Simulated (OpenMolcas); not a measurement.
# Ru3+ in a point-charge field

Ru3+ among 4 point charges of -1 e arranged as a tetrahedron (Td), 1.81 Å from the ion.

```json
{
 "Program": "OpenMolcas",
 "Method": "CASSCF",
 "Basis": "ANO-RCC-VDZP [6s5p3d1f]",
 "Scalar Hamiltonian": "DKH2, point nucleus",
 "Active space": "5 electrons in 5 orbitals (4d)",
 "State averaging": "2S+1 = 6 even, 1 root; 2S+1 = 4 even, 24 roots; 2S+1 = 2 even, 75 roots",
 "Spin-orbit coupling": "state interaction with AMFI integrals over the reference wave functions"
}
```

The lowest spin-free states (labels of Td), above the lowest:

```json
{"State": "6A1", "Degeneracy": "1", "E (cm-1)": "0.0", "Free-ion L (%)": "S (100)"}
{"State": "4T1", "Degeneracy": "3", "E (cm-1)": "25634", "Free-ion L (%)": "G (81)"}
{"State": "4T2", "Degeneracy": "3", "E (cm-1)": "26795", "Free-ion L (%)": "G (98)"}
{"State": "4A1", "Degeneracy": "1", "E (cm-1)": "26996", "Free-ion L (%)": "G (100)"}
{"State": "4E", "Degeneracy": "2", "E (cm-1)": "27079", "Free-ion L (%)": "G (100)"}
{"State": "4T2", "Degeneracy": "3", "E (cm-1)": "32849", "Free-ion L (%)": "D (96)"}
{"State": "4T1", "Degeneracy": "3", "E (cm-1)": "32866", "Free-ion L (%)": "P (82)"}
{"State": "4E", "Degeneracy": "2", "E (cm-1)": "33311", "Free-ion L (%)": "D (100)"}
{"State": "2T2", "Degeneracy": "3", "E (cm-1)": "36719", "Free-ion L (%)": "I (76)"}
{"State": "2A2", "Degeneracy": "1", "E (cm-1)": "37652", "Free-ion L (%)": "I (87)"}
{"State": "2T1", "Degeneracy": "3", "E (cm-1)": "37734", "Free-ion L (%)": "I (90)"}
{"State": "2T2", "Degeneracy": "3", "E (cm-1)": "38234", "Free-ion L (%)": "I (92)"}
{"State": "2E", "Degeneracy": "2", "E (cm-1)": "38533", "Free-ion L (%)": "I (97)"}
{"State": "2A1", "Degeneracy": "1", "E (cm-1)": "38658", "Free-ion L (%)": "I (100)"}
{"State": "2T2", "Degeneracy": "3", "E (cm-1)": "41904", "Free-ion L (%)": "D (56)"}
{"State": "2E", "Degeneracy": "2", "E (cm-1)": "43372", "Free-ion L (%)": "D (83)"}
{"State": "2T1", "Degeneracy": "3", "E (cm-1)": "44571", "Free-ion L (%)": "F (80)"}
{"State": "4A2", "Degeneracy": "1", "E (cm-1)": "44654", "Free-ion L (%)": "F (100)"}
{"State": "4T1", "Degeneracy": "3", "E (cm-1)": "45174", "Free-ion L (%)": "F (99)"}
{"State": "4T2", "Degeneracy": "3", "E (cm-1)": "45552", "Free-ion L (%)": "F (95)"}
```

The lowest levels with spin-orbit coupling:

```json
{"E (cm-1)": "0.0", "Degeneracy": "6", "Label": "", "2S+1": "6", "g": ""}
{"E (cm-1)": "25405", "Degeneracy": "4", "Label": "Γ8", "2S+1": "4", "g": ""}
{"E (cm-1)": "25543", "Degeneracy": "2", "Label": "Γ6", "2S+1": "4", "g": "2.63 2.63 2.63"}
{"E (cm-1)": "25566", "Degeneracy": "2", "Label": "Γ7", "2S+1": "4", "g": "2.48 2.48 2.48"}
{"E (cm-1)": "25626", "Degeneracy": "4", "Label": "Γ8", "2S+1": "4", "g": ""}
{"E (cm-1)": "26667", "Degeneracy": "2", "Label": "Γ6", "2S+1": "4", "g": "2.44 2.44 2.44"}
{"E (cm-1)": "26694", "Degeneracy": "4", "Label": "Γ8", "2S+1": "4", "g": ""}
{"E (cm-1)": "26795", "Degeneracy": "4", "Label": "Γ8", "2S+1": "4", "g": ""}
{"E (cm-1)": "26799", "Degeneracy": "2", "Label": "Γ7", "2S+1": "4", "g": "0.35 0.35 0.35"}
{"E (cm-1)": "26981", "Degeneracy": "4", "Label": "Γ8", "2S+1": "4", "g": ""}
{"E (cm-1)": "27088", "Degeneracy": "2", "Label": "Γ7", "2S+1": "4", "g": "0.12 0.12 0.12"}
{"E (cm-1)": "27115", "Degeneracy": "2", "Label": "Γ6", "2S+1": "4", "g": "2.86 2.86 2.86"}
{"E (cm-1)": "27166", "Degeneracy": "4", "Label": "Γ8", "2S+1": "4", "g": ""}
{"E (cm-1)": "31204", "Degeneracy": "2", "Label": "Γ7", "2S+1": "4", "g": "1.89 1.89 1.89"}
{"E (cm-1)": "31233", "Degeneracy": "4", "Label": "Γ8", "2S+1": "4", "g": ""}
{"E (cm-1)": "31556", "Degeneracy": "4", "Label": "Γ8", "2S+1": "4", "g": ""}
{"E (cm-1)": "32247", "Degeneracy": "2", "Label": "Γ6", "2S+1": "4", "g": "1.57 1.57 1.57"}
{"E (cm-1)": "32396", "Degeneracy": "2", "Label": "Γ7", "2S+1": "4", "g": "3.75 3.75 3.75"}
{"E (cm-1)": "33007", "Degeneracy": "4", "Label": "Γ8", "2S+1": "4", "g": ""}
{"E (cm-1)": "33374", "Degeneracy": "2", "Label": "Γ6", "2S+1": "4", "g": "3.26 3.26 3.26"}
```

Powder χT (cm3 K/mol): 4.37 at 2 K, 4.37 at 10 K, 4.37 at 50 K, 4.37 at 100 K, 4.37 at 200 K, 4.37 at 300 K. The effective moment at 300 K is 2.828 √(χT) = 5.91 μB.

The lowest level has 2S+1 = 6, for which the spin-only value is χT = S(S+1) / 2 = 4.375 cm3 K/mol (g = 2). The computed 4.373 at 300 K differs by -0.002, through a little spin-orbit mixing out of the ground term, against the free-electron g of 2.0023, which raises it.

A least-squares ligand-field fit to the states below 45000 cm-1, each weighted by its degeneracy and with a free common offset, gives 10Dq = -3116 cm-1 (negative for this site), B = 888 cm-1 and C = 3604 cm-1 (C/B = 4.06), with an rms deviation of 61 cm-1.

Without dynamic correlation the repulsion within the d shell is too large (B by tens of per cent), so at a given field states of lower spin stand too high. Point charges give a weaker field than real ligands, and real ions of this kind are as a rule low spin; the high spin found here belongs to the model. This is an electrostatic model: the charges have no orbitals. No measured value stands beside these numbers.
